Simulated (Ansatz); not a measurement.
The cluster Al6Ni⁻, relaxed as a doublet with UKS r2SCAN-D4/def2-SVPD in Ansatz, starting from the GFN1-xTB geometry. Force threshold 0.02 eV/Å.

The relaxation made no stability test and no search for a lower SCF solution. No other spin state of charge -1 was run. The structure comes from a short search, and lower isomers may exist.

Start:

```
atom   x (Å)   y (Å)   z (Å)
 Ni1  -0.258  -1.601  -0.551
 Al2   0.648   1.521  -0.935
 Al3   2.388  -0.344  -0.728
 Al4  -1.583   0.597  -1.787
 Al5   1.489  -1.048   1.650
 Al6  -0.248   0.829   1.712
 Al7  -2.436   0.046   0.638
```

```
         step  energy (eV)  largest force component (eV/Å)  SCF passes
            1  -80603.8330                           1.619         195
            2  -80604.7815                           1.312          67
            3  -80605.7104                           0.784          54
            4  -80606.1746                           0.521          45
            5  -80606.5311                           0.359          50
            6  -80606.5672                           0.216          55
            7  -80606.6097                           0.112          56
            8  -80606.6109                           0.094          33
 9 (rejected)  -80606.5484                           0.747          67
           10  -80606.6158                           0.081          51
           11  -80606.6380                           0.171          64
12 (rejected)  -80606.6367                           0.270          50
           13  -80606.6491                           0.064          43
           14  -80606.6539                           0.054          50
           15  -80606.6544                           0.056          45
           16  -80606.6555                           0.006          44
```

Force components are those of the run's own axes.

End:

```
atom   x (Å)   y (Å)   z (Å)
 Ni1  -0.280  -1.677  -0.554
 Al2   0.678   2.004  -0.588
 Al3   1.631  -0.431  -0.989
 Al4  -0.946   0.234  -1.694
 Al5   0.805  -1.085   1.413
 Al6  -0.115   1.377   1.706
 Al7  -1.774  -0.423   0.706
```

Bonds formed: Al3–Al4, Al5–Al7 (atoms count from 1). Metal–metal contacts that move far: Ni1–Al7 2.98 to 2.32 Å, Ni1–Al3 2.93 to 2.32 Å, Ni1–Al5 2.86 to 2.32 Å, Ni1–Al4 2.85 to 2.32 Å.

No frequencies were taken in this run, so the end may be a saddle point.

Hardware: 4 threads of Arm Neoverse V2 on a shared host. Wall time 4.5 min.
